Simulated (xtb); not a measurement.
Harmonic IR lines of one isomer of C10H8BF, unscaled. Method: GFN2-xTB (xtb).

```csv
wavenumber (cm⁻¹),relative intensity
689,19
800,3.2
810,6.5
817,91
838,5.7
1060,13
1065,23
1157,65
1210,4.9
1247,75
1284,15
1329,13
1382,9.2
1410,9.4
1436,3.9
1480,20
1523,20
1582,64
1593,100
2649,81
2697,49
3045,8.7
3066,6.9
3125,6.3
3138,19
3144,19
```

### Question
Which structure gives these lines?
(A) `Bc1cc2cccc-2ccc1F`
(B) `Bc1cc(F)c2cccccc1-2`
(C) `Bc1ccc(F)c2cccc-2c1`
(D) `Bc1cc2cccc(F)cc-2c1`

### Answer
A, `Bc1cc2cccc-2ccc1F`
